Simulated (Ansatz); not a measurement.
Reaction (substitution at a C–N bond): `CNC(C)=O` + `NBOCF` → `CNBOCF` + `CC(N)=O`

Calculated with Ansatz (gas phase, PBE0-D4/def2-TZVP geometries, no zero-point term in ΔE). CCSD(T)/CBS is the MP2 limit (def2-TZVPP, def2-QZVPP) plus CCSD(T) − MP2 in def2-TZVPP, frozen cores. Functionals use def2-TZVPP. B3LYP here is the variant with VWN-RPA as its local correlation; programs differ in this. One conformer a species, not always the lowest.

Is it downhill or uphill in electronic energy at CCSD(T)/CBS, and by how much? (Best estimate.)

Ansatz gave: Uphill: ΔE = +16.3 kJ/mol.

What do these levels give: PBE-D4, PBE0-D4, B3LYP-D4, ωB97M-V, PBE, r2SCAN, PBE0, B3LYP, CCSD(T)/def2-TZVPP, MP2/def2-QZVPP, HF/CBS(def2), MP2/CBS(def2)? (Estimate.)

Computed: PBE-D4 16.9, PBE0-D4 17.4, B3LYP-D4 16.4, ωB97M-V 15.8, PBE 17.7, r2SCAN 17.2, PBE0 18.0, B3LYP 17.7, CCSD(T)/def2-TZVPP 16.2, MP2/def2-QZVPP 17.9, HF/CBS(def2) 17.4, MP2/CBS(def2) 17.8 kJ/mol.

Largest T1 diagnostic among the species: 0.014.
